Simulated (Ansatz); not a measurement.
Bond stretch in SeMg, lowest triplet found (which spin is the ground state isn't settled by this scan).

Level of theory: full CI/cc-pVDZ, cores with 3d frozen run with Ansatz (a first-principles code).

Relative to R = 2.50 Å, what are the energies at R = 1.86, 2.02, 3.49, 4.64 Å?

79.4 kcal/mol at 1.86 Å, 35.0 kcal/mol at 2.02 Å, 23.0 kcal/mol at 3.49 Å, 27.5 kcal/mol at 4.64 Å.

The scan ran from 1.86 to 8.81 Å; beyond the distances shown full CI changes its symmetry label.
